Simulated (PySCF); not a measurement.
Predicted microwave data (PBE0/pcSseg-1 in PySCF (dipole) on a GFN2-xTB geometry, gas phase) for one isomer of C4H8F3O2P:

| Quantity | Value |
| --- | --- |
| Rotational constants | A = 1651, B = 940.5, C = 812.0 MHz |
| Dipole components | \|μa\| = 2.21 D, \|μb\| = 0.20 D, \|μc\| = 2.03 D |
| Inertial defect | -221.14 u·Å² |
| κ | -0.69 |

Question: Which candidate fits, each taken in the one conformer that was computed?
A. `[CH3:1][O:2][CH2:3][P@@:4]([CH3:5])(=[O:6])[C:7]([F:8])([F:9])[F:10]` with C1–O2–C3–P4 -75°, O2–C3–P4–C5 -56°
B. `[CH3:1][P@:2](=[O:3])([CH2:4][OH:5])[CH2:6][C:7]([F:8])([F:9])[F:10]` with C1–P2–C4–O5 176°, P2–C4–O5–H -52°, C1–P2–C6–C7 34°
C. `[CH3:1][CH2:2][P@:3](=[O:4])([OH:5])[CH2:6][C:7]([F:8])([F:9])[F:10]` with C1–C2–P3–O4 -178°, C2–P3–O5–H 122°, C2–P3–C6–C7 -79°
D. `[CH3:1][CH:2]([CH3:3])[P@:4](=[O:5])([OH:6])[C:7]([F:8])([F:9])[F:10]` with C1–C2–P4–O5 60°, C2–P4–O6–H 146°

Answer: D. It is CC(C)[P@](=O)(O)C(F)(F)F, an asymmetric top, point group C1. The candidates at the same level (rigid rotor, commonest isotopes):

| SMILES | A (MHz) | B (MHz) | C (MHz) | μa (D) | μb (D) | μc (D) | Δ (u·Å²) | point group | rotor |
| --- | --- | --- | --- | --- | --- | --- | --- | --- | --- |
| C[P@](=O)(CO)CC(F)(F)F | 1709 | 797.1 | 693.6 | 0.31 | 0.70 | 1.75 | -201.16 | C1 | asymmetric top |
| CC[P@](=O)(O)CC(F)(F)F | 1689 | 849.1 | 719.8 | 2.48 | 2.05 | 2.19 | -192.25 | C1 | asymmetric top |
| COC[P@@](C)(=O)C(F)(F)F | 1916 | 738.2 | 713.5 | 1.69 | 0.67 | 2.32 | -240.08 | C1 | near-prolate asymmetric top |
| CC(C)[P@](=O)(O)C(F)(F)F | 1651 | 940.5 | 812.0 | 2.21 | 0.20 | 2.03 | -221.14 | C1 | asymmetric top |

`COC[P@@](C)(=O)C(F)(F)F` has B 22 % too low; `CC[P@](=O)(O)CC(F)(F)F` has C 11 % too low; `C[P@](=O)(CO)CC(F)(F)F` has B 15 % too low. No structure here is proved a minimum.
